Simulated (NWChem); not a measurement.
# SnHOF, singlet; SMILES [OH][Sn][F]

```xyz
4

Sn     0.3695     0.0310     0.0000
F     -0.8606    -1.5009     0.0000
O     -1.0951     1.3742     0.0000
H     -1.9713     0.9642     0.0000
```
Atoms are numbered in this order, from 1.

All runs: NWChem. Low-valent species are run as closed-shell singlets; no triplet was tried in these runs. All runs use the structure optimised with PBE0/def2-SVP. def2 effective core potentials on Sn; no spin-orbit coupling.

Q: What does the run give for TPSS/def2-SVP (core potentials)? Quantities: highest occupied level (eV); orbital gap (eV); dipole (D).

A: 
```yaml
highest occupied level (eV): -6.74
orbital gap (eV): 3.95
dipole (D): 1.37
```
